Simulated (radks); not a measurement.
S2-, configuration [Ar].

Calculated with a radial shooting solver on a logarithmic mesh with Libxc functionals: scalar-relativistic Kohn-Sham, PBEsol, spin-unpolarised, spherical densities, point nucleus; Watson sphere of charge +1.88 and radius 3.65 bohr.

Energy parts (eV; the electron-nucleus part includes the sphere):
part                      energy
total                 -11088.911
kinetic                10887.774
electron-nucleus      -26417.355
Hartree                 5129.997
exchange-correlation    -689.326

Orbitals (lengths in bohr, moments of r in powers of bohr; <r^-3> diverges for s and p1/2; r(90%) holds 90 % of the orbital's charge):
\begin{tabular}{lrrrrr}
orbital & occ. & eigenvalue (eV) & <r^-3> & <r> & r(90%) \\ \hline
1s & 2 & -2396.848 & - & 0.09698 & 0.173 \\
2s & 2 & -206.4635 & - & 0.4798 & 0.752 \\
2p & 6 & -151.5250 & 81.20 & 0.4431 & 0.738 \\
3s & 2 & -13.6370 & - & 1.792 & 2.79 \\
3p & 6 & -4.4022 & 3.991 & 2.456 & 4.06 \\
\end{tabular}

The highest occupied level is 3p at -4.402 eV. Summed over all electrons, <r^2> = 54.54 bohr^2, which gives a Langevin (diamagnetic) susceptibility term of -43.2 x 10^-6 cm^3/mol.
